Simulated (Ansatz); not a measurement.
Reaction (isomerisation): `CC1B[SiH2]S1` → `BSC(=C)[SiH3]`

Isolated molecules relaxed with PBE0-D4/def2-TZVP in Ansatz; ΔE leaves out vibrations. CCSD(T)/CBS adds triple-zeta CCSD(T) − MP2 to the extrapolated MP2 energy (def2 sets, frozen cores). DFT in def2-TZVPP. B3LYP here is the variant with VWN-RPA as its local correlation; programs differ in this. One conformer a species, not always the lowest.

```json
{"level": "PBE-D4", "ΔE (kcal/mol)": "-0.6"}
{"level": "ωB97X-V", "ΔE (kcal/mol)": "1.1"}
{"level": "PBE0", "ΔE (kcal/mol)": "2.1"}
{"level": "B3LYP", "ΔE (kcal/mol)": "-4.6"}
{"level": "MP2/def2-TZVPP", "ΔE (kcal/mol)": "-2.1"}
{"level": "SCS-MP2/def2-TZVPP", "ΔE (kcal/mol)": "-3.2"}
{"level": "CCSD/def2-TZVPP", "ΔE (kcal/mol)": "-1.8"}
{"level": "SCS-MP2/def2-QZVPP", "ΔE (kcal/mol)": "-2.6"}
```

Question: What does CCSD(T)/CBS give? (Estimate.)

Answer: Computed: -1.6 kcal/mol. The listed levels differ from it by 1.0, 2.7, 3.7, -3.0, -0.5, -1.6, -0.2, -1.0 kcal/mol.

Largest T1 diagnostic among the species: 0.014.

From PBE to PBE0 (25 % exact exchange), in def2-TZVPP and without D4, ΔE moves by +2.6 kcal/mol.
